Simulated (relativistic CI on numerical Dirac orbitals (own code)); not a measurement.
# Hyperfine structure of Sm LIX, mass number 149

Calculated at this level of theory: Dirac-Coulomb-Breit CI, orbitals from a KLI potential per configuration, a model potential for QED, unscaled Slater integrals (own radial code, finite nucleus).

CI space (outside the closed core 1s2): 2s2, 2s.2p, 2p2, 2p.3s, 2p.3p, 2s.3s, 2s.3p, 2s.3d, 2s.4s, 2s.4p, 2s.4d, 2s.4f, 3s2, 3s.3p, 3p2. Levels of other configurations are missing.

Nuclear spin I = 7/2, μ = -0.6677 μN, Q = 0.075 b (tables of Stone and Pyykkö). The electronic factors are computed for point nuclear moments, without core polarisation or the Bohr-Weisskopf and QED corrections.

| Level | E (10³ cm⁻¹) | A (GHz) | B (GHz) |
| --- | --- | --- | --- |
| 2s.2p 3P°_1 | 1260.4 | -1409 | -7.89 |
| 2s.2p 3P°_2 | 6436.6 | -608.5 | 71.6 |
| 2s.2p 1P°_1 | 7037.3 | 408.4 | 43.7 |
| 2p2 3P_1 | 8093.9 | 55.59 | 35.7 |
| 2p2 1D_2 | 8232.9 | -241 | 65.2 |
| 2p2 3P_2 | 13578.6 | -94.63 | 5.96 |
| 2s.3s 3S_1 | 59265.2 | -1395 | -0.0516 |
| 2s.3p 3P°_1 | 59771.6 | -1182 | -0.0732 |

Levels with J = 0, under 50 % of one LS term, or S terms without an open s electron are left out. Small factors come from cancelling terms and can be off by tens of per cent or more.

At this charge energies of transitions that change n are usually good to better than 1 %, and those within a shell (Δn = 0) to a few per cent.

Task: Give the hyperfine levels of 2s.2p 3P°_1 relative to its centre of gravity.

Result: With K = F(F + 1) − I(I + 1) − J(J + 1), E = AK/2 + B[¾K(K + 1) − I(I + 1)J(J + 1)]/[2I(2I − 1)J(2J − 1)]: F = 5/2: 6335, F = 7/2: 1414, F = 9/2: -4933 GHz.

LS names give the leading component of a level, which can be under half, so a name can repeat, a term be missing and a line seem to break the LS rules.
